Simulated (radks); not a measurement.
Species: Br+. Configuration: [Ar] 3d10 4s2 4p4 (the NIST ground configuration).

All-electron calculation, Dirac Kohn-Sham, revPBE, spin-unpolarised, spherical densities, finite nucleus; open shells fill j = l - 1/2 first; Fermi nuclear charge, rms radius 4.1629 fm. Program: a radial shooting solver on a logarithmic mesh with Libxc functionals.

Energy parts (eV):
part                       energy
total                  -70920.967
kinetic                 72724.885
electron-nucleus      -170925.360
Hartree                 29784.445
exchange-correlation    -2504.936

Orbitals (lengths in bohr, moments of r in powers of bohr; r(max) is where P^2 peaks):
| orbital | occ. | eigenvalue (eV) | <r^4> | r(max) | <r> | small-component weight |
|---|---|---|---|---|---|---|
| 1s1/2 | 2 | -13325.27 | 0.00001560 | 0.02791 | 0.04274 | 1.61e-02 |
| 2s1/2 | 2 | -1743.510 | 0.003098 | 0.1593 | 0.1892 | 3.18e-03 |
| 2p1/2 | 2 | -1570.916 | 0.002134 | 0.1252 | 0.1627 | 3.18e-03 |
| 2p3/2 | 4 | -1523.417 | 0.002308 | 0.1285 | 0.1666 | 3.10e-03 |
| 3s1/2 | 2 | -249.1384 | 0.1942 | 0.4842 | 0.5511 | 7.66e-04 |
| 3p1/2 | 2 | -189.1390 | 0.2239 | 0.4755 | 0.5568 | 7.15e-04 |
| 3p3/2 | 4 | -182.3064 | 0.2410 | 0.4842 | 0.5673 | 6.94e-04 |
| 3d3/2 | 4 | -78.3660 | 0.3993 | 0.4296 | 0.5874 | 5.74e-04 |
| 3d5/2 | 6 | -77.2801 | 0.4105 | 0.4323 | 0.5915 | 5.68e-04 |
| 4s1/2 | 2 | -30.2728 | 14.75 | 1.410 | 1.636 | 1.18e-04 |
| 4p1/2 | 2 | -17.7629 | 32.04 | 1.609 | 1.938 | 8.47e-05 |
| 4p3/2 | 2 | -17.1974 | 34.55 | 1.639 | 1.975 | 8.19e-05 |

The highest occupied level is 4p3/2 at -17.197 eV. For comparison, the ionisation energy in NIST's Atomic Spectra Database is 21.591 eV (measured). In exact Kohn-Sham theory the highest level is minus the ionisation energy, but local and semilocal functionals leave it too shallow, through self-interaction and a potential that decays too fast; potentials with the right tail come closer. The density falls to 0.001 e/bohr^3 at r = 3.82 bohr. The electron density at the nucleus is 4.439e+04 e/bohr^3. Summed over all electrons, <r^2> = 31.39 bohr^2, which gives a Langevin (diamagnetic) susceptibility term of -24.9 x 10^-6 cm^3/mol.

Beside tabulated values, note that spin-unpolarised runs miss the spin-polarisation part of the exchange energy of open shells.
